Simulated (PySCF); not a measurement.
CH4Cl2OSi2, SMILES Cl[Si]1(Cl)CO[SiH2]1. The structure is a stationary point at PBE0-D3(BJ)/def2-SVP. The structure was generated by enumeration, and PubChem lists no compound with its InChIKey, so it may never have been made.

Computed equilibrium geometry at PBE0-D3(BJ)/def2-SVP (PySCF confirms it by a frequency run) as Cartesian coordinates in Å, and its point group:
point group Cs.
```xyz
10

Cl     1.4984    -0.1124     1.6725
Si     0.2951     0.0153     0.0000
Cl     1.4984    -0.1124    -1.6725
C     -0.9235     1.4969     0.0000
O     -2.1561     0.7677     0.0000
Si    -1.8465    -0.9014     0.0000
H     -0.8489     2.1389    -0.8942
H     -0.8489     2.1389     0.8942
H     -2.3700    -1.5877     1.2167
H     -2.3700    -1.5877    -1.2167
```
Charge 0, spin multiplicity 1.
